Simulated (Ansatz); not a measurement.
A nudged elastic band was laid between two geometries of C3H11ClSi2 (17 atoms, charge 0, multiplicity 1).

Level of theory: Ansatz, RKS PBE-D4/STO-3G.

```
movable images  : 7
climbing image  : yes
spring          : 5.0 eV/Å²
optimiser       : quadratic models (default)
start path      : through a guess of the saddle point
force threshold : 0.03 eV/Å
iteration limit : 60
end points      : relaxed
```

Initial state:

```xyz
17
Properties=species:S:1:pos:R:3
C -0.874 -0.874 -1.446
Si 0.445 -0.626 -0.132
C 0.105 0.879 0.941
Si -1.540 0.846 1.855
C 2.128 -0.419 -0.988
Cl 2.149 1.093 -2.070
H -1.873 -0.993 -0.995
H -0.667 -1.773 -2.051
H -0.912 -0.010 -2.130
H 0.556 -1.822 0.696
H 0.922 0.980 1.676
H 0.149 1.779 0.304
H -1.688 2.033 2.684
H -1.614 -0.330 2.709
H -2.645 0.796 0.910
H 2.962 -0.288 -0.269
H 2.377 -1.271 -1.653
```

Final state:

```xyz
17
Properties=species:S:1:pos:R:3
C -0.890 -1.009 -1.447
Si 0.423 -0.566 -0.173
C -0.009 1.011 0.751
Si -1.505 0.871 1.884
C 2.063 -0.330 -1.102
Cl 3.427 0.176 0.054
H -1.869 -1.167 -0.963
H -0.629 -1.935 -1.985
H -1.012 -0.207 -2.194
H 0.599 -1.674 0.757
H 0.871 1.311 1.347
H -0.180 1.821 0.021
H -1.766 2.139 2.549
H -1.275 -0.150 2.895
H -2.684 0.498 1.117
H 2.412 -1.259 -1.597
H 2.007 0.468 -1.872
```

**Question.** What changes between the two ends?

**Answer.** No bond is made or broken. The dihedral C3–Si2–C5–Cl6 goes from -60 to 56°.

**Question.** What energy profile does the band end with?

**Answer.** It converged. The highest image is number 4 of 0 to 8, 7.0 kJ/mol above the first end and 6.0 kJ/mol above the last; the last end lies 1.0 kJ/mol above the first. A vibrational analysis at the climbing image gives one clearly imaginary mode, 56i cm⁻¹: a first-order saddle point. Limits of this set-up: minimal basis.

```json
{"image": "0", "path coordinate (Å)": "0.00", "energy (kJ/mol)": "0.0", "dihedral C3–Si2–C5–Cl6 (°)": "-60"}
{"image": "1", "path coordinate (Å)": "0.58", "energy (kJ/mol)": "1.0", "dihedral C3–Si2–C5–Cl6 (°)": "-47"}
{"image": "2", "path coordinate (Å)": "1.15", "energy (kJ/mol)": "3.4", "dihedral C3–Si2–C5–Cl6 (°)": "-33"}
{"image": "3", "path coordinate (Å)": "1.73", "energy (kJ/mol)": "5.9", "dihedral C3–Si2–C5–Cl6 (°)": "-18"}
{"image": "4", "path coordinate (Å)": "2.31", "energy (kJ/mol)": "7.0", "dihedral C3–Si2–C5–Cl6 (°)": "-2"}
{"image": "5", "path coordinate (Å)": "2.83", "energy (kJ/mol)": "6.2", "dihedral C3–Si2–C5–Cl6 (°)": "13"}
{"image": "6", "path coordinate (Å)": "3.36", "energy (kJ/mol)": "4.2", "dihedral C3–Si2–C5–Cl6 (°)": "28"}
{"image": "7", "path coordinate (Å)": "3.89", "energy (kJ/mol)": "2.0", "dihedral C3–Si2–C5–Cl6 (°)": "42"}
{"image": "8", "path coordinate (Å)": "4.41", "energy (kJ/mol)": "1.0", "dihedral C3–Si2–C5–Cl6 (°)": "56"}
```

**Question.** What is the geometry of the highest image?

**Answer.** 
```xyz
17
Properties=species:S:1:pos:R:3
C -0.878 -0.952 -1.475
Si 0.411 -0.578 -0.158
C -0.004 1.000 0.773
Si -1.503 0.858 1.903
C 2.115 -0.459 -1.016
Cl 2.952 1.184 -0.792
H -1.873 -1.101 -1.024
H -0.624 -1.866 -2.036
H -0.959 -0.124 -2.199
H 0.489 -1.700 0.770
H 0.874 1.299 1.371
H -0.169 1.812 0.044
H -1.783 2.131 2.550
H -1.260 -0.145 2.929
H -2.676 0.456 1.141
H 2.831 -1.211 -0.626
H 2.037 -0.604 -2.113
```

**Question.** What are the harmonic wavenumbers there?

**Answer.** 56i, 42, 96, 118, 137, 169, 226, 245, 325, 580, 603, 683, 738, 760, 777, 811, 867, 882, 923, 945, 978, 1021, 1047, 1093, 1095, 1194, 1209, 1266, 1300, 1477, 1591, 1622, 1656, 1657, 2587, 2600, 2642, 2644, 3254, 3267, 3284, 3386, 3388, 3420, 3422 cm⁻¹.

Time of the run: 85 s on 1 thread of AMD EPYC 9R45 96-Core Processor (Zen 5), on a shared host, peak memory 0.15 GiB.
